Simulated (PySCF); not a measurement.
## 17O chemical shifts

PySCF 2.14 calculation with shielding tensors at PBE0/pcSseg-1 (GIAO) and GFN2-xTB structure; non-relativistic, one computed conformer, one averaged value for each set of equivalent atoms, gas phase.

Shieldings were converted by a linear fit to measured shifts: 17O (scatter 10.7 ppm rms, 12.2 ppm with the 3 outliers that the fit left out vs liquid water, solution or neat liquid). A few per cent of atoms miss by over 2 rms, more outside the fitted compound classes.

Question: Give the 17O shifts of `C[C@@H](C(=O)C[SiH3])S(C)(=O)=O`, `COC1(OC)COC(=O)O1`, `O=[S@@]1CC[C@@H](N[SiH3])C1`.

Answer: 
```tsv
compound	environment	δ (ppm)
[CH3:1][C@@H:2]([C:3](=[O:4])[CH2:5][SiH3:6])[S:7]([CH3:8])(=[O:9])=[O:10]	O4: ketone oxygen	583.5
[CH3:1][C@@H:2]([C:3](=[O:4])[CH2:5][SiH3:6])[S:7]([CH3:8])(=[O:9])=[O:10]	O10: S=O oxygen	160.7
[CH3:1][C@@H:2]([C:3](=[O:4])[CH2:5][SiH3:6])[S:7]([CH3:8])(=[O:9])=[O:10]	O9: S=O oxygen	151.9
[CH3:1][O:2][C:3]1([O:4][CH3:5])[CH2:6][O:7][C:8](=[O:9])[O:10]1	O9: ester carbonyl oxygen	237.7
[CH3:1][O:2][C:3]1([O:4][CH3:5])[CH2:6][O:7][C:8](=[O:9])[O:10]1	O10: ester alkoxy oxygen	149.8
[CH3:1][O:2][C:3]1([O:4][CH3:5])[CH2:6][O:7][C:8](=[O:9])[O:10]1	O7: ester alkoxy oxygen	102.4
[CH3:1][O:2][C:3]1([O:4][CH3:5])[CH2:6][O:7][C:8](=[O:9])[O:10]1	O2/4: ether oxygen (×2)	49.9
O=[S@@]1CC[C@@H](N[SiH3])C1	S=O oxygen	32.9
```

Question: Match the shifts 287.4, 66.8, 25.5, -32.3 ppm to `C#C[P@]1(=O)C=CCC1`, `c1cpc(C2CC2)o1`, `[SiH3][SiH2]O[SiH2]CC1CC1`, `C#CCP=C=COC`.

Answer: 287.4: c1cpc(C2CC2)o1 (aromatic ring oxygen); 66.8: C#C[P@]1(=O)C=CCC1 (P=O oxygen); 25.5: C#CCP=C=COC (ether oxygen); -32.3: [SiH3][SiH2]O[SiH2]CC1CC1 (oxygen bonded to 2 Si).
